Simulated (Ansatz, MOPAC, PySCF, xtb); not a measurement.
Dimer: SiH4 (SMILES [SiH4]) (first 5 atoms) with CH2F2 (SMILES FCF); geometry from B3LYP-D3(BJ)/def2-TZVP, rigid monomers moved along the line of their centres of mass till Si1···F6 is 2.99 Å.
(charge 0, multiplicity 1):
```xyz
10

Si    -0.0884     0.0561     0.0743
H      0.2043    -1.1742     0.8457
H     -1.3128     0.6946     0.6005
H     -0.2947    -0.3140    -1.3456
H      1.0569     0.9863     0.1745
F      0.4487     0.6309     2.9620
C      0.0212    -0.4890     3.6135
F     -1.3351    -0.5485     3.5213
H      0.2991    -0.4050     4.6651
H      0.4455    -1.3627     3.1175
```

Counterpoise-corrected where a basis set is named; no monomer relaxation. Rows marked so take none.

Rows in 6-31G* carry no dispersion term and start afresh at each structure (6-31G* with six Cartesian d functions). The state reached by PM6 isn't checked.

Programs: Ansatz (a quantum-chemistry and plane-wave program) with Gaussian orbitals; MOPAC for PM6 (differences of heats of formation); PySCF for 6-31G* rows, the dispersion terms; xtb for the GFN methods. Each number belongs to the level named beside it.

```csv
level,interaction energy (kcal/mol)
PM6,1.32
GFN1-xTB,-3.89
HF/6-31G* (no counterpoise),0.25
HF/aug-cc-pV(D+d)Z,2.05
r2SCAN-D4/def2-TZVPPD,-0.85
B3LYP/6-31G* (no counterpoise),-1.34
B3LYP-D3(BJ)/def2-TZVPPD,-0.58
B3LYP-D4/def2-TZVPPD,-0.43
M06-2X/6-31G* (no counterpoise),[?]
```

### Question
What belongs in the gaps?

### Answer

- M06-2X/6-31G* (no counterpoise), interaction energy (kcal/mol): -3.29
